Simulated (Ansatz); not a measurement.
Input file for Ansatz (a quantum-chemistry and plane-wave program): U-B3LYP/cc-pVTZ on CH6BeGe (SMILES [CH3][Be][GeH3]), a point of a bond scan (R = 1.701 Å).

Ansatz 0.2 input:
```yaml
crystal:
  periodic: [false, false, false]
  atoms:
    - {symbol: Be, position_ang: [-0.18384765, 1.04916504, -0.75458802]}
    - {symbol: C, position_ang: [-0.41926256, 2.39260940, -1.72082973]}
    - {symbol: H, position_ang: [-1.22682849, 3.03090250, -1.34594530]}
    - {symbol: H, position_ang: [-0.68259427, 2.11781029, -2.74808870]}
    - {symbol: H, position_ang: [0.47837929, 3.01783564, -1.77956966]}
    - {symbol: Ge, position_ang: [0.12640089, -0.72133305, 0.51880234]}
    - {symbol: H, position_ang: [1.06667743, -1.92749101, -0.22547247]}
    - {symbol: H, position_ang: [0.84789286, -0.39872335, 1.84778085]}
    - {symbol: H, position_ang: [-1.19190946, -1.41964363, 0.92528940]}
basis:
  gaussian:
    orbitals: cc-pVTZ
hamiltonian:
  xc: {name: B3LYP}
magnetization: {spin_polarized: true, initial_magnetization: 0}
```

The head of its log:

```
WARN ansatz: RAYON_NUM_THREADS=1 ignored (pool sized by the plan → 1); use --threads N
Functional definition: B3LYP
integrals: 0.09 GiB planned
1100 factors; their error is unknown
mean field: 1.09 GiB planned
mean field evaluation 1: about -58050.1893 eV, gradient 4.0e1 eV
mean field evaluation 2: about -58045.7463 eV, gradient 4.5e1 eV
```

Q: What total energy does the run end on?

A: -2133.5711 hartree.
